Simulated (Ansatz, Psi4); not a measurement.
Predicting a hybrid from its neighbours: BBrF2

The species is BBrF2 (4 atoms), meant as a singlet with charge 0. As SMILES, `FB(F)Br`. The shape is that of a PBE0-D4/def2-TZVP optimisation.

The HOMO–LUMO gap y, in eV, basis aug-cc-pVDZ; a is the functional's share of exact exchange. Programs: Ansatz 0.2.0, Psi4 1.11.

| functional | program | a | y (eV) |
| --- | --- | --- | --- |
| revPBE | Ansatz | 0 | 6.23 |
| PBE | Ansatz | 0 | 6.17 |
| TPSSh | Psi4 | 0.1 | ? |
| B3LYP | Ansatz | 0.2 | 8.04 |
| r2SCAN0 | Ansatz | 0.25 | 9.08 |
| PBE0 | Ansatz | 0.25 | 8.57 |
| BHLYP | Ansatz | 0.5 | 10.46 |

Task: Fit y = c + s·a to the known rows and predict TPSSh.

Result: 
1. Means of the 6 rows: a = 0.2000, y = 8.092.
2. Σ(Δa)² = 0.175, Σ(Δa·Δy) = 1.5405, so the slope is 1.5405/0.175 = 8.8029.
3. Intercept: 8.092 − (8.8029) × 0.2000 = 6.331. The largest residual of the fit is 0.55.
4. TPSSh: 6.331 + (8.8029) × 0.1 = 7.21 eV.

The run gave 7.37 eV, so the prediction is off by -0.16 eV, within the largest residual. Exact exchange lowers occupied levels and raises empty ones.
